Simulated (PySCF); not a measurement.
C3H3FN2S.
Geometry (GFN2-xTB, Å), atoms numbered from 1 in this order:
```
atom  x, y, z in Å
N1    -1.583   -0.056   -0.007
C2    -0.209   -0.086   -0.032
C3     0.617   -1.169   -0.186
S4     2.256   -0.650   -0.271
N5     1.895    0.926   -0.100
C6     0.611    1.079    0.009
F7     0.090    2.298    0.172
H8    -1.985    0.778    0.393
H9    -2.042   -0.912    0.257
H10    0.360   -2.204   -0.258
```

Mayer bond orders were computed from the PBE0/pcSseg-1 density (PySCF). Geometry: GFN2-xTB; no solvent, vibrations or thermal averaging.

Problem. Rank these bonds by Mayer order, highest first.
A. C6–F7
B. C2–C3
C. N5–C6
D. S4–N5

Solution. C (1.62), B (1.48), D (1.15), A (0.98).

Problem. Set the orders of all bonds between heavy atoms beside their lengths and the difference of the Hirshfeld charges at their ends.

Solution. 
| bond | Mayer order | length (Å) | q(first) − q(second) (e) |
| --- | --- | --- | --- |
| N5–C6 | 1.621 | 1.297 | -0.333 |
| C2–C3 | 1.484 | 1.371 | +0.129 |
| C6–C2 | 1.183 | 1.426 | +0.101 |
| S4–N5 | 1.148 | 1.626 | +0.379 |
| C3–S4 | 1.146 | 1.721 | -0.276 |
| N1–C2 | 1.145 | 1.375 | -0.210 |
| C6–F7 | 0.982 | 1.335 | +0.189 |

Mayer orders depend on the basis set.

The run behind these numbers computed NMR shieldings as well. Time: 24 s. Hardware: an Arm Neoverse N1 with one thread (shared host).
